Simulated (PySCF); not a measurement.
Se(Me)(OMe) (C2H6OSe), SMILES CO[Se]C.

Geometry: PBE-D3(BJ)/def2-SVP. One conformer was computed; it need not be the lowest.

All values below come from PBE-D3(BJ)/def2-SVP in PySCF.

Frequencies are harmonic and unscaled.

Q: Estimate the vibrational spectrum. (Estimate from the structure and the level; the computed values follow.)

A: 
| mode | ν (cm⁻¹) | IR (km/mol) | moving atoms (share of kinetic energy) |
|---|---|---|---|
| 1 | 86 | 1.9 | H 46 %, C 37 %, O 14 % |
| 2 | 121 | 0.4 | H 95 % |
| 3 | 154 | 0.2 | H 69 %, C 25 % |
| 4 | 245 | 6.7 | O 45 %, H 35 %, C 12 % |
| 5 | 309 | 1.2 | C 37 %, H 24 %, O 22 %, Se 17 % |
| 6 | 565 | 27.2 | O 53 %, C 20 %, Se 18 %, H 9 % |
| 7 | 579 | 2.1 | C 53 %, O 21 %, H 14 %, Se 13 % |
| 8 | 850 | 14.2 | H 77 %, C 20 % |
| 9 | 871 | 7.8 | H 86 %, C 14 % |
| 10 | 1033 | 82.6 | O 48 %, C 45 % |
| 11 | 1127 | 0.5 | H 77 %, C 19 % |
| 12 | 1139 | 10.6 | H 68 %, C 23 %, O 9 % |
| 13 | 1228 | 1.1 | H 85 %, C 15 % |
| 14 | 1367 | 9.6 | H 95 % |
| 15 | 1390 | 3.6 | H 93 % |
| 16 | 1396 | 14.7 | H 95 % |
| 17 | 1400 | 3.8 | H 94 % |
| 18 | 1429 | 19.2 | H 94 % |
| 19 | 2912 | 65.4 | H 97 % |
| 20 | 2977 | 7.2 | H 98 % |
| 21 | 2987 | 47.9 | H 90 %, C 10 % |
| 22 | 3035 | 16.7 | H 91 %, C 9 % |
| 23 | 3088 | 3.4 | H 90 %, C 10 % |
| 24 | 3103 | 1.8 | H 90 %, C 10 % |
